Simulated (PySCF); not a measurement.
# Tb (terbium, neutral) across methods

[Xe] 4f9 6s2, one real determinant. Computed with PySCF 2.14 in x2c-TZVPPall, with scalar relativity by spin-free X2C-1e.

```csv
method,E (hartree),mean ε 6s α (eV),mean ε 6s β (eV),mean ε 4f β (eV),Σ⟨r²⟩ (bohr²),⟨S²⟩
PBE,-11708.28,-3.714,-3.558,-0.775,79.69,8.758
PBE0,-11708.15,-4.232,-4.085,-3.082,80.44,8.756
UHF,-11704.12882,-5.103,-4.966,-9.321,84.94,8.761
LDA,-11699.96,-3.863,-3.709,-0.695,78.50,8.757
```

Problem. Estimate the same row for r2SCAN.

Solution. E (hartree) = -11708.52; mean ε 6s α (eV) = -3.825; mean ε 6s β (eV) = -3.614; mean ε 4f β (eV) = -0.894; Σ⟨r²⟩ (bohr²) = 81.11; ⟨S²⟩ = 8.763.

⟨L²⟩ = 24.01 against 30 for a pure H term, so this real determinant mixes terms. Spin-orbit coupling, absent here, splits the open shell strongly.
